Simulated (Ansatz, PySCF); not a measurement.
Species: C$_{3}$H$_{9}$BS, net charge 0, singlet state. SMILES: CB(C)SC
Geometry from a B3LYP-D3(BJ)/def2-TZVP (Ansatz, a first-principles code) optimisation:
```xyz
14

C      1.8124     0.6402    -0.8746
S      0.9797    -0.2174     0.5017
B     -0.7730    -0.1361     0.1361
C     -1.7281    -0.8125     1.1835
C     -1.3237     0.5703    -1.1564
H      1.4941     1.6789    -0.9317
H      2.8818     0.6054    -0.6772
H      1.6081     0.1423    -1.8201
H     -2.4438    -0.0732     1.5602
H     -1.2299    -1.2701     2.0390
H     -2.3319    -1.5812     0.6883
H     -1.0259     1.6232    -1.1924
H     -2.4121     0.5295    -1.2255
H     -0.9140     0.1156    -2.0640
```
Charge 0, spin multiplicity 1.

Property: vertical triplet-singlet gap, E(triplet) - E(singlet), in eV. Conventions: six Cartesian d functions in 6-31G* and its kin unless marked 5d; UHF or UKS for open shells; non-relativistic; dispersion terms only where a functional's name holds one; valence correlation only; 6-311+G** with 5d, 6d on Na to Ar in Ansatz; spin-orbit terms left out; each state is the SCF solution reached for its charge and spin. Ab initio and DFT rows: single points at B3LYP-D3(BJ) geometries (Ansatz). Levels can end on unlike triplets.

| level | program | vertical triplet-singlet gap, E(triplet) - E(singlet) (eV) |
|---|---|---|
| HF/6-31G* | Ansatz | 4.97 |
| HF/6-311+G** | Ansatz | 4.88 |
| PBE/6-31G* | Ansatz | 5.14 |
| PBE/6-311+G** | Ansatz | 5.03 |
| B3LYP/3-21G | Ansatz | 5.57 |
| B3LYP/6-31G* | Ansatz | 5.33 |
| B3LYP/6-311+G** | Ansatz | 5.19 |
| M06-2X/6-31G* (5d) | PySCF | 5.44 |
| MP2/6-311+G** | Ansatz | 5.33 |
| PBE/def2-TZVPD | Ansatz | 4.83 |

No value to compare with is used here. The 9 habitual levels span 4.88 (HF/6-311+G**) to 5.57 eV (B3LYP/3-21G); PBE/def2-TZVPD gives 4.83.

The levels are drawn from those run, B3LYP/6-31G* more often than the rest, none by its result; left out are runs that failed, that the program found above a lower state of the same kind, or whose <S^2> lies over 0.5 above the pure value.
